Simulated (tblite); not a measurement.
Species: C5H13BrSi2.
SMILES with atom numbers: `[CH2:1]=[CH:2][C@@H:3]([CH3:4])[Si@H:5]([Br:6])[CH2:7][SiH3:8]` (hydrogens: H9, H10 on C1; H11 on C2; H12 on C3; H13, H14, H15 on C4; H16 on Si5; H17, H18 on C7; H19, H20, H21 on Si8)

Computed with GFN2-xTB (tblite), gas phase: L-BFGS steps from a force-field or distance-geometry start until the largest atomic force falls under 0.01 eV/Å.

Step 41: E = -676.9492 eV
```
atom  x, y, z in Å  |  force x, y, z in eV/Å
C1     -2.7403   -0.0033   -1.5852   -0.010   0.002  -0.105
C2     -1.7760   -0.4001   -0.7794    0.000   0.014   0.071
C3     -1.1031    0.5146    0.2004    0.026   0.023   0.051
C4     -2.0355    0.7207    1.4023    0.043   0.050  -0.071
Si5     0.5527   -0.2310    0.7619    0.112   0.035   0.213
Br6     1.4108    1.1371    2.3230   -0.051  -0.005  -0.109
C7      1.7890   -0.5543   -0.6294   -0.023   0.064  -0.064
Si8     3.6633   -0.2655   -0.3630   -0.012   0.030  -0.063
H9     -3.0500    1.0283   -1.6214   -0.025   0.015  -0.010
H10    -3.2586   -0.6811   -2.2395    0.002  -0.022  -0.071
H11    -1.4743   -1.4385   -0.7526   -0.083  -0.048  -0.008
H12    -0.9647    1.4931   -0.2729    0.031   0.011  -0.003
H13    -1.5867    1.3864    2.1334    0.052   0.018   0.079
H14    -2.9710    1.1650    1.0763   -0.095   0.007  -0.028
H15    -2.2588   -0.2287    1.8801   -0.007  -0.057   0.056
H16     0.2751   -1.4462    1.5280    0.049  -0.055   0.038
H17     1.5055    0.0450   -1.4916   -0.099   0.090  -0.095
H18     1.6398   -1.5861   -0.9444    0.018  -0.046   0.028
H19     4.3070   -1.4488   -0.9268    0.122  -0.054  -0.009
H20     4.0138   -0.1173    1.0442   -0.016  -0.023   0.011
H21     4.0531    0.9275   -1.1249   -0.034  -0.048   0.090
```

Step 42: E = -676.9524 eV
```
atom  x, y, z in Å  |  force x, y, z in eV/Å
C1     -2.7188   -0.0167   -1.5982    0.075  -0.005   0.009
C2     -1.7674   -0.4018   -0.7664   -0.070   0.053  -0.084
C3     -1.0997    0.5235    0.2107   -0.010  -0.050   0.013
C4     -2.0416    0.7210    1.4078   -0.016   0.066  -0.026
Si5     0.5595   -0.2224    0.7734    0.010   0.110   0.232
Br6     1.4160    1.1444    2.3371   -0.043  -0.010  -0.127
C7      1.7789   -0.5462   -0.6291   -0.002   0.090  -0.057
Si8     3.6553   -0.2700   -0.3756    0.084  -0.049  -0.052
H9     -3.0321    1.0144   -1.6559    0.011  -0.022   0.009
H10    -3.2310   -0.7024   -2.2514    0.051  -0.013  -0.022
H11    -1.4653   -1.4417   -0.7255   -0.110   0.011   0.006
H12    -0.9626    1.5024   -0.2676    0.006  -0.057   0.048
H13    -1.5886    1.3694    2.1568   -0.010  -0.059   0.014
H14    -2.9666    1.1908    1.0731    0.007  -0.064   0.044
H15    -2.2900   -0.2377    1.8677    0.051   0.128  -0.036
H16     0.2808   -1.4330    1.5413    0.045  -0.096   0.057
H17     1.4907    0.0656   -1.4803   -0.097   0.084  -0.122
H18     1.6160   -1.5733   -0.9497    0.028  -0.063   0.008
H19     4.2914   -1.4550   -0.9609    0.069   0.045   0.033
H20     4.0188   -0.1472    1.0345   -0.036  -0.022  -0.053
H21     4.0475    0.9328   -1.1235   -0.042  -0.074   0.105
```

Step 43: E = -676.9565 eV
```
atom  x, y, z in Å  |  force x, y, z in eV/Å
C1     -2.7232   -0.0131   -1.5971    0.028   0.006  -0.014
C2     -1.7720   -0.4005   -0.7677   -0.007   0.031  -0.058
C3     -1.0982    0.5214    0.2093   -0.003  -0.057   0.001
C4     -2.0384    0.7209    1.4070    0.010   0.056  -0.039
Si5     0.5625   -0.2252    0.7739   -0.038   0.087   0.138
Br6     1.4121    1.1450    2.3312   -0.018   0.022  -0.086
C7      1.7798   -0.5486   -0.6328   -0.018   0.093  -0.029
Si8     3.6546   -0.2691   -0.3742    0.069  -0.056  -0.042
H9     -3.0372    1.0172   -1.6499    0.005   0.010   0.000
H10    -3.2383   -0.6962   -2.2510    0.055  -0.016  -0.019
H11    -1.4721   -1.4408   -0.7330   -0.091  -0.006   0.020
H12    -0.9583    1.5000   -0.2701    0.002  -0.067   0.059
H13    -1.5871    1.3727    2.1520    0.010  -0.024   0.039
H14    -2.9662    1.1830    1.0740   -0.024  -0.038   0.025
H15    -2.2799   -0.2355    1.8719    0.035   0.076  -0.019
H16     0.2867   -1.4368    1.5412    0.043  -0.095   0.058
H17     1.4903    0.0629   -1.4847   -0.093   0.057  -0.104
H18     1.6203   -1.5779   -0.9488    0.021  -0.042  -0.003
H19     4.2994   -1.4529   -0.9491    0.071   0.027   0.019
H20     4.0102   -0.1418    1.0366   -0.027  -0.020  -0.029
H21     4.0462    0.9321   -1.1203   -0.031  -0.044   0.082
```

Step 44: E = -676.9631 eV
```
atom  x, y, z in Å  |  force x, y, z in eV/Å
C1     -2.7192   -0.0130   -1.6020   -0.032   0.049  -0.024
C2     -1.7754   -0.3982   -0.7647    0.088  -0.018  -0.049
C3     -1.0935    0.5205    0.2115   -0.004  -0.075  -0.022
C4     -2.0343    0.7218    1.4072    0.021   0.024  -0.019
Si5     0.5697   -0.2239    0.7837   -0.121  -0.016  -0.086
Br6     1.4117    1.1502    2.3240    0.036   0.109   0.012
C7      1.7733   -0.5472   -0.6410   -0.051   0.070   0.015
Si8     3.6473   -0.2715   -0.3780    0.026  -0.077  -0.005
H9     -3.0349    1.0161   -1.6582    0.009   0.038  -0.010
H10    -3.2338   -0.6972   -2.2560    0.069  -0.015   0.001
H11    -1.4831   -1.4404   -0.7312   -0.059  -0.018   0.048
H12    -0.9477    1.4981   -0.2703   -0.012  -0.084   0.077
H13    -1.5837    1.3683    2.1561    0.015   0.017   0.042
H14    -2.9624    1.1811    1.0746   -0.040  -0.005   0.018
H15    -2.2753   -0.2347    1.8706    0.023   0.043  -0.012
H16     0.3053   -1.4387    1.5513    0.037  -0.075   0.047
H17     1.4797    0.0711   -1.4895   -0.077  -0.032  -0.046
H18     1.6147   -1.5812   -0.9508    0.006   0.062  -0.019
H19     4.3059   -1.4489   -0.9438    0.074  -0.008  -0.007
H20     3.9886   -0.1478    1.0350   -0.006  -0.018   0.010
H21     4.0381    0.9323   -1.1101   -0.001   0.028   0.028
```

Problem. Estimate the geometry and energy of step 45. (The exact step hangs on the optimiser's Hessian estimate; all steps are aligned on step 44, rigid shifts and turns removed.)

Solution. E = -676.9664 eV, largest force 0.188 eV/Å
```
atom  x, y, z in Å  |  force x, y, z in eV/Å
C1     -2.7117   -0.0158   -1.6076   -0.032   0.048  -0.018
C2     -1.7739   -0.3973   -0.7615    0.087  -0.028  -0.062
C3     -1.0913    0.5209    0.2149   -0.017  -0.072  -0.018
C4     -2.0339    0.7229    1.4086    0.009   0.011  -0.004
Si5     0.5718   -0.2208    0.7904   -0.116  -0.070  -0.130
Br6     1.4164    1.1556    2.3239    0.042   0.128   0.027
C7      1.7665   -0.5432   -0.6441   -0.053   0.052   0.023
Si8     3.6419   -0.2754   -0.3828   -0.004  -0.066   0.013
H9     -3.0287    1.0122   -1.6727    0.019   0.046  -0.009
H10    -3.2216   -0.7045   -2.2614    0.075  -0.006   0.016
H11    -1.4876   -1.4407   -0.7219   -0.043  -0.026   0.054
H12    -0.9424    1.4979   -0.2668   -0.019  -0.077   0.072
H13    -1.5830    1.3614    2.1645    0.010   0.022   0.024
H14    -2.9592    1.1870    1.0750   -0.036   0.006   0.023
H15    -2.2815   -0.2351    1.8655    0.023   0.038  -0.008
H16     0.3181   -1.4374    1.5617    0.033  -0.047   0.029
H17     1.4706    0.0807   -1.4891   -0.066  -0.071  -0.021
H18     1.6055   -1.5782   -0.9537   -0.002   0.109  -0.026
H19     4.3052   -1.4469   -0.9517    0.073  -0.029  -0.019
H20     3.9774   -0.1590    1.0315    0.006  -0.020   0.026
H21     4.0326    0.9328   -1.1040    0.011   0.054   0.009
```

The energy changes by -0.0033 eV. The first-order estimate −F·Δx gives -0.0040 eV and the mean of the old and new forces, exact on a quadratic surface, -0.0033 eV. The step makes an angle of 76° with the force vector and moves no atom by more than 0.017 Å.

The cost below is that of the whole relaxation. The run took 4.1 s on one thread, Arm Neoverse N1 (aarch64), no GPU, shared host with 64 logical CPUs at a one-minute load of 58.
